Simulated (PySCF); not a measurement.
# From computed data to an observable: dipole moment from atomic charges

phosphorus nitride (NP), SMILES N#P. Atoms are numbered in the order given.

```xyz
2

N      0.0000     0.0000    -1.0136
P      0.0000     0.0000     0.4730
```

Coordinates come from a r2SCAN-D4/def2-TZVPD optimisation.

Charges (e) from ωB97X/def2-TZVPD in PySCF:

```
atom     IAO  ESP fit
----  ------  -------
N1    -0.535   -0.421
P2     0.535    0.421
```

The dipole moment of the full density is 2.99 D.

Problem. What dipole moment does each set of point charges give, and which comes closer to that of the density?

Solution. 
μ = Σ q r, and 1 e Å = 4.8032 D.
IAO: Σ q r = (0.000, 0.000, 0.795) e Å, |μ| = 3.82 D.
ESP fit: Σ q r = (0.000, 0.000, 0.626) e Å, |μ| = 3.01 D.
ESP fit comes closer in size. Point charges leave out the atoms' own dipoles (lone pairs, polarised bonds); fits to the potential absorb them, partitions of the density don't.
